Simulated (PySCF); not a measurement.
**Basis and Hamiltonian dependence of the excitation energy of Cu⁺**

Cu⁺ [Ar] 3d10 (1S) → Cu⁺ [Ar] 3d9 4s1, s spin flipped. Calculated with PySCF 2.14 from differences of total energies of unrestricted determinants, without spin-orbit coupling. Values in eV.

```json
{"basis": "ANO-RCC-VTZP", "Hamiltonian": "spin-free X2C", "functions": "59", "UHF": "0.950", "LDA": "3.512", "PBE0": "2.767", "MP2 (valence)": "3.805"}
{"basis": "aug-cc-pwCVDZ-PP with ECP10MDF", "Hamiltonian": "ECP", "functions": "70", "UHF": "0.850", "LDA": "3.133", "PBE0": "2.464", "MP2 (valence)": "3.621"}
{"basis": "aug-cc-pVTZ-PP with ECP10MDF", "Hamiltonian": "ECP", "functions": "88", "UHF": "0.825", "LDA": "3.113", "PBE0": "2.437", "MP2 (valence)": "3.610"}
{"basis": "aug-cc-pVQZ-PP with ECP10MDF", "Hamiltonian": "ECP", "functions": "135", "UHF": "0.817", "LDA": "3.107", "PBE0": "2.433", "MP2 (valence)": "3.667"}
{"basis": "aug-cc-pwCVTZ-DK with one added diffuse shell each of s, p, d, f, g type", "Hamiltonian": "spin-free X2C", "functions": "152", "UHF": "0.833", "LDA": "3.200", "PBE0": "2.537", "MP2 (valence)": "3.619"}
```

Frozen in the all-electron rows: valence: [Ar]; with a core potential, the same shells as far as they lie outside it.

In the upper determinant the s electron has its spin opposite to the other open shell, which mixes two multiplicities.
